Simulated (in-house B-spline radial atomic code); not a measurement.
Values are calculated unless marked as measured or tabulated.
# Making a Troullier-Martins p channel for Si, r_c = 1.86 bohr

Si, [Ne] 3s2 3p2, non-relativistic PBE, spherical and spin-unpolarised, from an all-electron radial atomic-structure program (B-spline basis) (atomic units). The all-electron 3p level is ε = -0.150317 hartree, its outermost node lies just inside 0.72 bohr and its outer maximum at 2.14 bohr.

Inside r_c the pseudo-orbital is u(r) = r^2 exp(p(r)), with p = c0 + c2 r² + c4 r⁴ + … + c12 r¹². The seven coefficients follow from p and its first four derivatives at r_c, from zero curvature of the screened potential at the origin, c4 = −c2²/(2l + 5), and from the norm inside r_c. At r_c the all-electron orbital has P = 0.6060829, P' = 0.1320164, the screened potential V = -0.8809334, V' = 0.9145529, V'' = -1.211615, and the norm inside is Q = 0.2270333.

Question: What are p, p' and p'' at r_c?

Answer: p = ln(P/r_c^2) = ln(0.6060829/3.4596) = -1.74189. p' = P'/P − 2/r_c = 0.21782 − 1.07527 = -0.85745. The radial equation gives p'' = 2(V − ε) − 2(2) p'/r_c − p'² = -1.46123 − (-1.84398) − 0.73522 = -0.35247. Differentiating, p''' = 2V' + 2(2)p'/r_c² − 2(2)p''/r_c − 2p'p'' = 0.99127, and p'''' = 2V'' − 4(2)p'/r_c³ + 4(2)p''/r_c² − 2(2)p'''/r_c − 2p''² − 2p'p''' = -2.8526.

For a trial c2 the five matching conditions are linear in c0, c6, c8, c10 and c12, and c2 is varied until the norm inside r_c equals Q. The root nearest zero gives:

| n | c_n |
| --- | --- |
| 0 | -0.9948592 |
| 2 | -0.1957618 |
| 4 | -0.005474669 |
| 6 | 0.003540603 |
| 8 | -0.003109931 |
| 10 | 0.0008370017 |
| 12 | -7.008513e-05 |

Question: Check c4 and p(r_c), and find the screened pseudopotential at the origin.

Answer: −c2²/7 = -0.00547467, as listed. The terms c_n r_c^n are -0.99486, -0.67726, -0.06553, 0.14661, -0.44551, 0.41482, -0.12017, which sum to -1.74189. Inverting the radial equation, V_l(r) = ε + 2 p'/r + (p'' + p'²)/2, so V_l(0) = ε + (2l + 3) c2 = -0.150317 + 5 × (-0.195762) = -1.1291 hartree, finite where the all-electron potential diverges.

Orbitals and screened potentials:

```
r (bohr)        P        u  V all-electron  V pseudo
   0.186  -0.2018  0.01271           -47.0    -1.129
   0.465  -0.2073  0.07662          -11.34    -1.126
   0.744  0.02365   0.1834          -4.888    -1.116
   1.023   0.2573   0.3138          -2.684    -1.116
   1.302   0.4324   0.4435          -1.642    -1.132
   1.581   0.5462   0.5467          -1.192    -1.091
    1.86   0.6061   0.6061         -0.8809   -0.8809
```

Logarithmic derivatives P'/P at R = 2.16 bohr, for energies E around ε:

| E − ε (hartree) | all-electron | pseudo |
| --- | --- | --- |
| -0.5 | 0.683521 | 0.680981 |
| -0.25 | 0.380454 | 0.3796 |
| -0.1 | 0.162827 | 0.162718 |
| 0 | -0.00279389 | -0.00270784 |
| 0.1 | -0.189606 | -0.189786 |
| 0.25 | -0.522866 | -0.52512 |
| 0.5 | -1.31015 | -1.32826 |

Question: With P(R) = 0.6242994 and a norm of 0.3418171 inside R, what slope in energy does norm conservation fix?

Answer: d(P'/P)/dE = −2 × (norm inside R)/P(R)² = -1.7540 per hartree·bohr at E = ε, for both atoms, since orbital and norm agree at R. Differences over ±0.1 hartree give -1.7622 (all-electron) and -1.7625 (pseudo), which also hold third-order terms. Half a hartree below ε the two curves differ by -0.0025.
